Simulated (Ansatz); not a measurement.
Ansatz (a program for electronic structure) input:

Ansatz 0.2 input:
```yaml
crystal:
  periodic: [false, false, false]
  atoms:
    - {symbol: Ca, position_ang: [0.76441664, 0.31906008, 0.20734206]}
    - {symbol: F, position_ang: [-0.98334068, 0.39388970, -0.88804472]}
    - {symbol: F, position_ang: [-0.71536298, -1.10291211, 0.42728458]}
basis:
  gaussian:
    orbitals: def2-SVPD
total_charge: 1
magnetization: {spin_polarized: true, initial_magnetization: 1}
correlation: {method: ccsd_t, electrons: outside_noble_gas}
output: {forces: true}
```

Q: What final total energy does it print?

A: -875.59967 Eh (CCSD(T)/def2-SVPD). The basis has 73 functions.

The program attaches cautions to this result: other roots.
